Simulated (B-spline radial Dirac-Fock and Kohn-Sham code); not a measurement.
**Kr²⁺ in Watson spheres of different radius**

Calculated with a radial atomic solver, using multi-electron Dirac-Fock with separately optimised hole states, Breit and Lamb-shift corrections added in first order. The ion, [Ar] 3d10 4s2 4p4, sits in a hollow sphere of charge Q = -2, a simple model of the Madelung potential. Inside the sphere an electron's potential energy is raised by the constant 14.40·|Q|/R eV, so binding energies fall by about that much as long as the orbitals stay inside.

```
radius (Å)  14.40 |Q|/R (eV)  1s (eV)  2s (eV)  2p1/2 (eV)  3s (eV)  3p1/2 (eV)  3d3/2 (eV)  3d5/2 (eV)  4s (eV)  4p (eV)
       1.8             16.00  14338.6   1942.7      1744.3    307.4       236.5       104.9       103.6    37.35    20.15
         3              9.60  14344.9   1949.0      1750.6    313.7       242.8       111.2       109.9    43.68    26.47
```

From the smallest to the largest radius 1s moves by +6.3 eV, while the constant potential alone would give +6.4 eV; the difference comes from charge outside the sphere and its screening.
